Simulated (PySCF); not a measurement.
C₄H₇Cl, SMILES CC/C=C\Cl. Atoms are numbered in the order given.

```xyz
12

C     -2.2854     1.0682    -0.3797
C     -1.2602    -0.0111    -0.7585
C     -0.6913    -0.7176     0.4354
C      0.5922    -0.7355     0.8377
Cl     1.8925     0.0704    -0.0012
H     -2.7126     1.5466    -1.2838
H     -1.8173     1.8608     0.2382
H     -3.1274     0.6426     0.2049
H     -1.7505    -0.7628    -1.4174
H     -0.4329     0.4339    -1.3478
H     -1.3977    -1.2713     1.0803
H      0.9330    -1.2696     1.7370
```

Geometry optimised at PBE-D3(BJ)/def2-SVP. The values are those of a single conformer.

Two levels are set side by side: PBE/pcSseg-1 (PySCF) and HF/pcSseg-1 (PySCF). GIAO shifts against HCl (³⁵Cl), TMS (¹H), TMS (¹³C) at the same level; non-relativistic, no solvent, atoms listed together averaged. Without spin–orbit terms, shifts of atoms bonded to Cl or Br come out too high at both levels. Differences are taken from unrounded values.

```csv
quantity,HF,PBE,PBE minus HF
δ(¹³C) of C1 (ppm),18.8,19.5,0.7
δ(¹³C) of C2 (ppm),23.5,29.6,6.1
δ(¹³C) of C3 (ppm),148.0,144.0,-4.0
δ(¹³C) of C4 (ppm),133.8,134.7,0.9
δ(³⁵Cl) of Cl5 (ppm),111.9,214.9,103.0
δ(¹H) of H11 (ppm),6.32,6.25,-0.07
δ(¹H) of H12 (ppm),6.46,6.48,0.01
```

Rough cost on one machine, each run with all the roots and properties that it gave: HF against PBE within a factor of 2.
